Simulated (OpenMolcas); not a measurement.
# 3d⁴ along the 22-electron sequence

```
Program             : OpenMolcas
Method              : RASSCF
Basis               : ANO-RCC-VQZP
Scalar Hamiltonian  : DKH2, point nucleus
Spin-orbit coupling : RASSI with atomic mean-field integrals over the reference wave functions, term energies averaged over their components
```

Active space for each ion: 10 electrons in 8 orbitals (RAS1 3p, at most 2 holes; RAS2 3d).

Computed levels in cm-1 above ⁵D₀:

| Level | Cr2+ | Mn3+ | Fe4+ | Co5+ | Ni6+ | Cu7+ |
| --- | --- | --- | --- | --- | --- | --- |
| ⁵D₁ | 69.4 | 104 | 151 | 215 | 289 | 387 |
| ⁵D₂ | 206 | 306 | 443 | 628 | 835 | 1109 |
| ⁵D₃ | 404 | 597 | 860 | 1210 | 1598 | 2102 |
| ⁵D₄ | 659 | 969 | 1386 | 1935 | 2538 | 3308 |
| ³P₀(1) | 18753 | 22190 | 25344 | 28077 | 31164 | 33865 |
| ³P₁(1) | 19165 | 22805 | 26238 | 29346 | 32856 | 36104 |
| ³P₂(1) | 19911 | 23899 | 27787 | 31480 | 35634 | 39672 |
| ³H₄ | 21692 | 25638 | 29247 | 32428 | 35994 | 39214 |
| ³F₂(1) | 21840 | 25950 | 29808 | 33307 | 37231 | 40881 |
| weight of ⁵D in the lowest level (%) | 100 | 100 | 100 | 100 | 99 | 99 |

Measured, with the error of the calculation in %. Measured levels: Cr2+ from Sugar and Corliss, J. Phys. Chem. Ref. Data 6, 317 (1977); Mn3+ from Corliss and Sugar, J. Phys. Chem. Ref. Data 6, 1253 (1977); Fe4+ from Corliss and Sugar, J. Phys. Chem. Ref. Data 11, 135 (1982); Co5+ from Sugar and Corliss, J. Phys. Chem. Ref. Data 10, 1097 (1981); Ni6+ from Corliss and Sugar, J. Phys. Chem. Ref. Data 10, 197 (1981).

```tsv
Level	Cr2+	Mn3+	Fe4+	Co5+	Ni6+
⁵D₁	62.2 (+11.5)	99.0 (+4.6)	142 (+6.1)	204 (+5.6)	279 (+3.4)
⁵D₂	183 (+12.2)	287 (+6.5)	417 (+6.1)	589 (+6.6)	804 (+3.9)
⁵D₃	357 (+13.2)	552 (+8.2)	803 (+7.1)	1125 (+7.6)	1520 (+5.2)
⁵D₄	576 (+14.3)	886 (+9.4)	1283 (+8.1)	1782 (+8.6)	2392 (+6.1)
³P₀(1)	16771 (+11.8)	20654 (+7.4)	24055 (+5.4)	27166 (+3.4)	30077 (+3.6)
³P₁(1)	17169 (+11.6)	21279 (+7.2)	24973 (+5.1)	28462 (+3.1)	31836 (+3.2)
³P₂(1)	17851 (+11.5)	22325 (+7.0)	26468 (+5.0)	30506 (+3.2)	34555 (+3.1)
³H₄	17274 (+25.6)	21281 (+20.5)	24932 (+17.3)	28377 (+14.3)	31672 (+13.6)
³F₂(1)	18452 (+18.4)	22791 (+13.9)	26761 (+11.4)	30555 (+9.0)	34247 (+8.7)
```

The fine-structure level ⁵D₄ changes by a factor of 5.02 from Cr2+ to Cu7+. Its fourth root runs 5.07, 5.58, 6.10, 6.63, 7.10, 7.58, with steps per unit of Z of 0.51, 0.52, 0.53, 0.47, 0.49; equal steps would mean a (Z - σ)^4 law with constant σ.

³P₀(1) changes by a factor of 1.81 over the same range, with steps per unit of Z of +3440, +3150, +2730, +3090, +2700 cm-1.

Without dynamic correlation excited terms often stand tens of per cent too high (terms of higher spin than the ground term too low), and those without a measured partner can miss by more than the paired ones. Active for correlation alone: 3p; no level in the range computed is led by a configuration that opens it, so any true level of that kind is missing. Computed and measured levels are paired by configuration, term and J; levels that our copy of the source lacks, or whose pairing is in doubt (as where it misses far off the trend of its configuration), stay unpaired and out of the deviations. Only configurations of the active space appear.

A number in round brackets counts repeated terms of one configuration in the order of the reference energies.
